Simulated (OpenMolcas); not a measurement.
Pd2+ among 5 point charges of -0.65 e arranged as a trigonal bipyramid (D3h), 2.12 Å from the ion, with the axial distance 2.268 Å.
```
   2.1200    0.0000    0.0000  -0.65
  -1.0600    1.8360    0.0000  -0.65
  -1.0600   -1.8360    0.0000  -0.65
   0.0000    0.0000    2.2684  -0.65
   0.0000    0.0000   -2.2684  -0.65
```

| Item | Value |
| --- | --- |
| Program | OpenMolcas |
| Method | SS-CASPT2, IPEA 0.25 Eh, imaginary shift 0.1 Eh (closed shells correlated: 4s 4p) |
| Basis | ANO-RCC-VDZP [6s5p3d1f] |
| Scalar Hamiltonian | DKH2, point nucleus |
| Active space | 8 electrons in 5 orbitals (4d) |
| State averaging | 2S+1 = 3 even, 10 roots; 2S+1 = 1 even, 15 roots |
| Spin-orbit coupling | RASSI with atomic mean-field integrals over the reference wave functions |

Task: What is the spin-free ground state (labels of D3, the rotations of D3h)?

Result: 3E, 2-fold in its orbital part, 100 % from free-ion F terms; it has the highest spin that d8 allows.

Task: Where is the first state of the same spin?

Result: 3E at 977 cm-1 above the ground state.

Task: What are the lowest two levels with spin-orbit coupling?

Result: A 2-fold level with g = 0.00, 0.00, 7.74, then a 2-fold level E 220 cm-1 above it. Their leading multiplicities are 3 (99 %) and 3 (99 %).

Task: What is χT at 300 K, and how does it compare with the textbook value?

Result: The lowest level has 2S+1 = 3, for which the spin-only value is χT = S(S+1) / 2 = 1.000 cm3 K/mol (g = 2). The computed 3.250 at 300 K differs by +2.250, through orbital momentum, spin-orbit coupling and any other state in reach.

Roots that are degenerate in the reference are averaged as groups; the widest CASPT2 spread within a group is 110 cm-1 (the 2-fold group of multiplicity 3 near 0 cm-1 above the lowest state of its run). Shifts and gaps below about the spread of the groups concerned are not significant. An orbital doublet at a regular site is open to a Jahn-Teller distortion, which this geometry leaves out. Real 4d8 and 5d8 ions are as a rule square planar and diamagnetic. Point charges give a weaker field than real ligands, and real ions of this kind are as a rule low spin; the high spin found here belongs to the model. The ground term spreads over less than 5000 cm-1, several times less than with real ligands, so orbital moments are less quenched and χT lies further from the spin-only value than at real sites. Free-ion shares, where given, are those of the reference states; single-state CASPT2 does not remix them. Point charges carry no covalency, so the field is a model and not that of real ligands. No measured value stands beside these numbers.

With an even number of electrons the g values are those of a degenerate or nearly degenerate non-Kramers pair.
